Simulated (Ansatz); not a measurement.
Consider the ligand exchange at a B–C bond: `BC(=C)Br` + `F[SiH2]N[SiH3]` → `BN([SiH3])[SiH2]F` + `C=CBr`.

Computed with Ansatz on PBE0-D4/def2-TZVP structures; ΔE is electronic, products minus reactants. CCSD(T)/CBS adds triple-zeta CCSD(T) − MP2 to the extrapolated MP2 energy (def2 sets, frozen cores). This one scheme is used for every species. DFT in def2-TZVPP. For Br outer-core shells are correlated without core-valence functions, which leaves a few kJ/mol of doubt a bond. Scalar relativity is left out up to krypton. Each species was taken in one conformer, which may not be the lowest.

```json
{"level": "PBE0", "ΔE (eV)": "-0.90"}
{"level": "MP2/def2-TZVPP", "ΔE (eV)": "-0.95"}
```

Question: What does CCSD(T)/CBS give? (An estimate is asked.)

Answer: Computed: -0.93 eV. The listed levels differ from it by 0.03, -0.02 eV.

Largest T1 diagnostic among the species: 0.012.

In def2-TZVPP, CCSD(T) changes the Hartree–Fock value by −0.08 eV (the triples alone add −0.00 eV) and MP2 by −0.07 eV.
